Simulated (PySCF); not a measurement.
**Vertical excitation energies**

Species: C₄H₇O₂P.
SMILES: `CC#C[P@@](C)(=O)O`

Level of theory: PySCF 2.14.0, density-fitted response routines, TDDFT wB97X-D/def2-SVPD, vertical, gas phase, core orbitals frozen in the response. Geometry: GFN2-xTB, one conformer, isolated molecule. GFN2-xTB frequencies show an imaginary mode (35i cm⁻¹), so this geometry is no minimum at that level. Torsions of this conformer, `[CH3:1][C:2]#[C:3][P@@:4]([CH3:5])(=[O:6])[OH:7]`: H–O7–P4–C3 -112°.

```tsv
state	E (eV)	λ (nm)	ν̃ (cm⁻¹)	f	main configurations (H = HOMO, L = LUMO)
S1	6.10	203.1	49240	0.0002	H→L (52%), H→L+1 (10%), H-1→L+1 (8%)
S2	6.37	194.5	51400	0.0012	H→L+1 (43%), H-1→L (27%), H-2→L (17%)
S3	6.40	193.8	51590	0.0009	H-1→L+1 (42%), H-2→L+1 (28%), H→L (20%)
S4	7.29	170.1	58800	0.015	H-2→L (42%), H-1→L (20%), H-1→L+1 (9%)
S5	7.45	166.4	60110	0.0069	H-2→L+1 (37%), H-1→L+1 (26%)
S6	7.73	160.3	62370	0.030	H→L+2 (60%), H-3→L+1 (16%)
S7	7.84	158.2	63210	0.098	H-3→L+1 (28%), H-3→L (14%), H→L+1 (13%)
S8	7.88	157.4	63550	0.018	H-3→L (40%), H-3→L+1 (12%), H-1→L+2 (10%)
```

Triplets, Tamm–Dancoff:

```tsv
state	E (eV)	λ (nm)	main configurations (H = HOMO, L = LUMO)
T1	5.14	241.1	H→L+1 (28%), H-1→L (19%), H→L (12%)
T2	5.64	219.8	H→L (43%), H-1→L+1 (20%), H-2→L+1 (17%)
T3	5.65	219.4	H→L+1 (37%), H-1→L (26%), H-2→L (19%)
```

The lowest singlet comes at 203 nm (589 kJ/mol) in the ultraviolet; it is dark (f under 0.0005); its leading configuration is HOMO→LUMO (52%). The strongest level in the table is S7 at 7.84 eV (158 nm, f = 0.098). Löwdin shares by element: HOMO carbon 56% or more, oxygen 33% or more; LUMO carbon 47% or more, phosphorus 14%, oxygen 10% or more (atoms not listed hold the other 28%). The oscillator strengths of these states sum to 0.171; summed over the whole spectrum of an exact calculation they would give the number of electrons, 62 (Thomas–Reiche–Kuhn). Orbital energies (eV): HOMO-3 -10.74, HOMO-2 -10.23, HOMO-1 -10.13, HOMO -9.84, LUMO 1.69, LUMO+1 1.83, LUMO+2 2.03. Of the 8 states listed, 4 reach f = 0.01 and 1 stays under 0.0005. Only the lowest 8 singlets were computed, as vertical energies without vibronic structure.
